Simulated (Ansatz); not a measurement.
Consider the redistribution: `CN(C)BN` + `C[NH][GeH3]` → `CNBN` + `C[N](C)[GeH3]`.

Program: Ansatz. Geometries: PBE0-D4/def2-TZVP. ΔE: electronic, gas phase. CCSD(T)/CBS adds triple-zeta CCSD(T) − MP2 to the extrapolated MP2 energy (def2 sets, frozen cores). DFT in def2-TZVPP. B3LYP here is the variant with VWN-RPA as its local correlation; programs differ in this. HSE06 is defined as in plane-wave codes. For Ge outer-core shells are correlated without core-valence functions, which leaves a few kJ/mol of doubt a bond. Scalar relativity is left out up to krypton. Each species was taken in one conformer, which may not be the lowest.

```csv
level,ΔE (kcal/mol)
HSE06-D4,0.5
ωB97X-V,0.5
PBE-QIDH,0.6
r2SCAN,0.5
B3LYP,0.5
r2SCAN0,0.6
MP2/def2-SVP,0.1
HF/def2-QZVPP,0.3
```

Problem. What does CCSD(T)/CBS give? (Best estimate.)

Solution. Computed: +0.6 kcal/mol. The listed levels differ from it by -0.1, -0.1, 0.0, -0.1, -0.1, 0.0, -0.5, -0.3 kcal/mol.

Largest T1 diagnostic among the species: 0.011.

Leaving LDA and LC-ωPBE aside and taking each functional with its dispersion term where it has one, the values, not all of them listed here, spread over 0.2 kcal/mol, from BHLYP-D4 to B97M-V.
